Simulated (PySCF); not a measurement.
## Computed structure and properties of Pb(SH)4

System: Pb(SH)4 (singlet); start: template (S4). Method: PySCF 2.14.0, RKS B3LYP, Pb def2-SVP with ECP60, S def2-SVP, H def2-SVP; non-relativistic Hamiltonian with scalar-relativistic core potentials where named; density fitting; no spin-orbit coupling.

Input of the relaxation:

```python
mol = gto.M(atom='''
Pb    -0.00000    -0.00000    -0.00000
S      1.41510     1.41510     1.41510
H      2.52480     0.68640     1.60560
S     -1.41510    -1.41510     1.41510
H     -2.52480    -0.68640     1.60560
S      1.41510    -1.41510    -1.41510
H      0.68640    -2.52480    -1.60560
S     -1.41510     1.41510    -1.41510
H     -0.68640     2.52480    -1.60560''',
    basis={'Pb': 'def2-SVP', 'S': 'def2-SVP', 'H': 'def2-SVP'},
    ecp={'Pb': 'def2-SVP'},
    charge=0, spin=0)
mf = dft.RKS(mol, xc='B3LYP')
mf.grids.atom_grid = (50, 194)
mf = mf.density_fit()  # fitting sets: Pb def2-universal-JKFIT, S def2-universal-JKFIT, H def2-universal-JKFIT
mf.conv_tol = 1e-08; mf.max_cycle = 55
mf.kernel(dm0)  # dm0: converged density of the start geometry
# quasi-Newton relaxation in Cartesian coordinates to a largest gradient under 0.00045 Eh/bohr, steps kept in the point group
```

Run from Python with OMP_NUM_THREADS=2; the lines above give its settings. Where DIIS fails, smearing, a level shift and second-order steps follow.
It took 44 s on 2 threads of Arm Neoverse V1, on a shared host, from the converged density of the start.

Course of the relaxation:

```json
{"step": "0", "energy above end (eV)": "0.4489", "largest force component within the symmetry (eV/Å)": "1.274"}
{"step": "1", "energy above end (eV)": "0.1300", "largest force component within the symmetry (eV/Å)": "0.482"}
{"step": "2", "energy above end (eV)": "0.0245", "largest force component within the symmetry (eV/Å)": "0.283"}
{"step": "3", "energy above end (eV)": "0.0093", "largest force component within the symmetry (eV/Å)": "0.150"}
{"step": "4", "energy above end (eV)": "0.0017", "largest force component within the symmetry (eV/Å)": "0.054"}
{"step": "5", "energy above end (eV)": "0.0004", "largest force component within the symmetry (eV/Å)": "0.032"}
{"step": "6", "energy above end (eV)": "0.0001", "largest force component within the symmetry (eV/Å)": "0.009"}
{"step": "7", "energy above end (eV)": "0.0000", "largest force component within the symmetry (eV/Å)": "0.005"}
```

Relaxed geometry (S4):

```xyz
9

Pb    0.0000    0.0000    0.0000
S     1.4796    1.5660    1.3599
H     2.4297    0.6131    1.5208
S    -1.4796   -1.5660    1.3599
H    -2.4297   -0.6131    1.5208
S     1.5660   -1.4796   -1.3599
H     0.6131   -2.4297   -1.5208
S    -1.5660    1.4796   -1.3599
H    -0.6131    2.4297   -1.5208
```

```tsv
contact	Å
Pb1–S2 (SH)	2.548
Pb1–S4 (SH)	2.548
Pb1–S6 (SH)	2.548
Pb1–S8 (SH)	2.548
```

On the finer grid (75, 302):

```yaml
HOMO: -7.17 eV
LUMO: -3.70 eV
Dipole_about_the_centre_of_mass: 0.00 D
Set_of_Mulliken_populations_of_Pb1_outside_the_core_potential: s 3.49, p 7.77, d 10.22
D3_BJ_dispersion_energy_not_in_the_energies: -0.646 eV
```

| atom | Mulliken (e) | Löwdin (e) | spin (e) |
| --- | --- | --- | --- |
| Pb1 | 0.53 | 0.03 | 0.00 |
| S2 | -0.22 | 0.00 | 0.00 |
| H3 | 0.08 | -0.01 | 0.00 |
| S4 | -0.22 | 0.00 | 0.00 |
| H5 | 0.08 | -0.01 | 0.00 |
| S6 | -0.22 | 0.00 | 0.00 |
| H7 | 0.08 | -0.01 | 0.00 |
| S8 | -0.22 | 0.00 | 0.00 |
| H9 | 0.08 | -0.01 | 0.00 |

On the grid (50, 194), as all that follows. Harmonic modes: 1 unstable but soft, so probably a saddle point, though modes this soft are near the noise (counted below −25 cm⁻¹); lowest -37 cm⁻¹ (negative: unstable), highest 2664 cm⁻¹, zero-point energy 0.946 eV.

Taking off one SH (charge -1, singlet; the rest: singlet) in vacuum, both parts rigid, costs 8.98 eV; the small basis without counterpoise inflates it. Most of it is the attraction of opposite charges; other ways to part are cheaper, and one spin state was tried for the rest.

Rigid scan of SH along the line from its metal:

(distance to S2 (Å), energy (eV)): (2.25, 0.626), (2.35, 0.242), (2.45, 0.053), (2.55, 0.000), (2.65, 0.040), (2.75, 0.141), (2.95, 0.444), (3.25, 0.971), (3.65, 1.599), (4.15, 2.175)

One start shape was tried, so this needn't be the lowest isomer.
